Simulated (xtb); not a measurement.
A run for xtb: GFN1-xTB on CH4O (SMILES CO).

```
$ xtb mol.xyz --gfn 1 --sp --chrg 0 --uhf 0
6

C      0.22167462     0.75872876     3.04882732
O      0.35463732    -0.53058410     2.44589642
H     -0.76591417     1.18992888     2.86554871
H      0.97025113     1.39731499     2.58488665
H      0.40950917     0.71500403     4.12502162
H     -0.31141971    -1.12002727     2.81454505
```

Output:

```
[...]
           -------------------------------------------------
          |                Calculation Setup                |
           -------------------------------------------------



           -------------------------------------------------
          |                 G F N 1 - x T B                 |
           -------------------------------------------------

        Reference                      10.1021/acs.jctc.7b00118
      * Hamiltonian:
        H0-scaling (s, p, d)           1.850000    2.250000    2.000000
        zeta-weighting                 0.000000
      * Dispersion:
        s8                             2.400000
        a1                             0.630000
        a2                             5.000000
        s9                             0.000000
      * Repulsion:
        kExp                           1.500000
        rExp                           1.000000
      * Coulomb:
        alpha                          2.000000
        third order                    atomic
        anisotropic                    false
      * Halogen bond correction:
        rad-scale                      1.300000
        damping                        0.440000


          ...................................................
          :                      SETUP                      :
          :.................................................:
          :  # basis functions                  16          :
          :  # atomic orbitals                  16          :
          :  # shells                           12          :
          :  # electrons                        14          :
          :  # halogen bonds                     0          :
          :  max. iterations                   250          :
          :  Hamiltonian                  GFN1-xTB          :
          :  restarted?                      false          :
          :  GBSA solvation                  false          :
          :  PC potential                    false          :
          :  electronic temp.          300.0000000     K    :
          :  accuracy                    1.0000000          :
          :  -> integral cutoff          0.2500000E+02      :
          :  -> integral neglect         0.1000000E-07      :
          :  -> SCF convergence          0.1000000E-05 Eh   :
          :  -> wf. convergence          0.2000000E-04 e    :
          :  Broyden damping             0.4000000          :
          :  net charge                          0          :
          :  unpaired electrons                  0          :
          ...................................................

 iter      E             dE          RMSdq      gap      omega  full diag
   1     -9.0191772 -0.901918E+01  0.637E+00    8.86       0.0  T
   2     -9.0335109 -0.143337E-01  0.380E+00    8.70       1.0  T
   3     -9.0337145 -0.203546E-03  0.786E-01    8.76       1.0  T
   4     -9.0342513 -0.536851E-03  0.129E-01    8.82       1.0  T
   5     -9.0343145 -0.631476E-04  0.291E-02    8.79       1.4  T
   6     -9.0343155 -0.107284E-05  0.146E-02    8.79       2.8  T
   7     -9.0343162 -0.664990E-06  0.400E-04    8.79     102.0  T
   8     -9.0343162 -0.339099E-09  0.198E-04    8.79     205.9  T
   9     -9.0343162 -0.126295E-09  0.556E-06    8.79    7344.4  T

   *** convergence criteria satisfied after 9 iterations ***

         #    Occupation            Energy/Eh            Energy/eV
      -------------------------------------------------------------
         1        2.0000           -0.7683627             -20.9082
         2        2.0000           -0.6563005             -17.8588
         3        2.0000           -0.6034488             -16.4207
         4        2.0000           -0.5677699             -15.4498
         5        2.0000           -0.5587475             -15.2043
         6        2.0000           -0.4931200             -13.4185
         7        2.0000           -0.4615849             -12.5604 (HOMO)
         8                         -0.1387122              -3.7746 (LUMO)
         9                         -0.1104066              -3.0043
        10                         -0.0755449              -2.0557
        11                         -0.0650681              -1.7706
        12                          0.0917941               2.4978
       ...                                ...                  ...
        16                          0.4285728              11.6621
      -------------------------------------------------------------
                  HL-Gap            0.3228727 Eh            8.7858 eV
             Fermi-level           -0.3001485 Eh           -8.1675 eV

 SCC (total)                   0 d,  0 h,  0 min,  0.002 sec
 SCC setup                      ...        0 min,  0.000 sec (  2.570%)
 Dispersion                     ...        0 min,  0.000 sec (  2.315%)
 classical contributions        ...        0 min,  0.000 sec (  0.751%)
 integral evaluation            ...        0 min,  0.000 sec ( 21.060%)
 iterations                     ...        0 min,  0.001 sec ( 33.625%)
 molecular gradient             ...        0 min,  0.001 sec ( 35.675%)
 printout                       ...        0 min,  0.000 sec (  3.689%)

         :::::::::::::::::::::::::::::::::::::::::::::::::::::
         ::                     SUMMARY                     ::
         :::::::::::::::::::::::::::::::::::::::::::::::::::::
         :: total energy              -8.960860546556 Eh    ::
         :: gradient norm              0.021029530167 Eh/a0 ::
         :: HOMO-LUMO gap              8.785812352886 eV    ::
         ::.................................................::
         :: SCC energy                -9.034316200219 Eh    ::
         :: -> electrostatic           0.044826557019 Eh    ::
         :: repulsion energy           0.074197471653 Eh    ::
         :: dispersion energy         -0.000741817990 Eh    ::
         :: halogen bond corr.         0.000000000000 Eh    ::
         :: add. restraining           0.000000000000 Eh    ::
         :: total charge              -0.000000000000 e     ::
         :::::::::::::::::::::::::::::::::::::::::::::::::::::

           -------------------------------------------------
          |                Property Printout                |
           -------------------------------------------------

    * Orbital Energies and Occupations

         #    Occupation            Energy/Eh            Energy/eV
      -------------------------------------------------------------
         1        2.0000           -0.7683627             -20.9082
         2        2.0000           -0.6563005             -17.8588
         3        2.0000           -0.6034488             -16.4207
         4        2.0000           -0.5677699             -15.4498
         5        2.0000           -0.5587475             -15.2043
         6        2.0000           -0.4931200             -13.4185
         7        2.0000           -0.4615849             -12.5604 (HOMO)
         8                         -0.1387122              -3.7746 (LUMO)
         9                         -0.1104066              -3.0043
        10                         -0.0755449              -2.0557
        11                         -0.0650681              -1.7706
        12                          0.0917941               2.4978
        13                          0.2572171               6.9992
        14                          0.2651196               7.2143
        15                          0.3865836              10.5195
        16                          0.4285728              11.6621
      -------------------------------------------------------------
                  HL-Gap            0.3228727 Eh            8.7858 eV
             Fermi-level           -0.3001485 Eh           -8.1675 eV
Note: The following floating-point exceptions are signalling: IEEE_DENORMAL
normal termination of xtb

  Mulliken/CM5 charges         n(s)   n(p)   n(d)
     1C     0.17028  0.04322   0.967  2.863  0.000
     2O    -0.56562 -0.78491   1.691  4.874  0.000
     3H     0.01215  0.06963   0.988  0.000  0.000
     4H     0.03479  0.09471   0.965  0.000  0.000
     5H     0.01256  0.07011   0.987  0.000  0.000
     6H     0.33584  0.50724   0.664  0.000  0.000

Wiberg/Mayer (AO) data.
largest (>0.10) Wiberg bond orders for each atom

 ---------------------------------------------------------------------------
     #   Z sym  total        # sym  WBO       # sym  WBO       # sym  WBO
 ---------------------------------------------------------------------------
     1   6 C    3.923 --     4 H    0.988     5 H    0.985     3 H    0.985
                             2 O    0.964
     2   8 O    1.902 --     1 C    0.964     6 H    0.887
     3   1 H    1.011 --     1 C    0.985
     4   1 H    1.016 --     1 C    0.988
     5   1 H    1.012 --     1 C    0.985
     6   1 H    0.897 --     2 O    0.887
 ---------------------------------------------------------------------------

Topologies differ in total number of bonds
Writing topology from bond orders to xtbtopo.mol

 dipole moment from electron density (au)
     X       Y       Z
  -0.6849   0.1824   0.6736  total (Debye):    2.485


           -------------------------------------------------
          | TOTAL ENERGY               -8.960860546556 Eh   |
          | GRADIENT NORM               0.021029530167 Eh/α |
          | HOMO-LUMO GAP               8.785812352886 eV   |
           -------------------------------------------------

------------------------------------------------------------------------
------------------------------------------------------------------------
 total:
 SCF:
```

The run finished.

Cost: about 0.020 core-seconds (a rough figure).
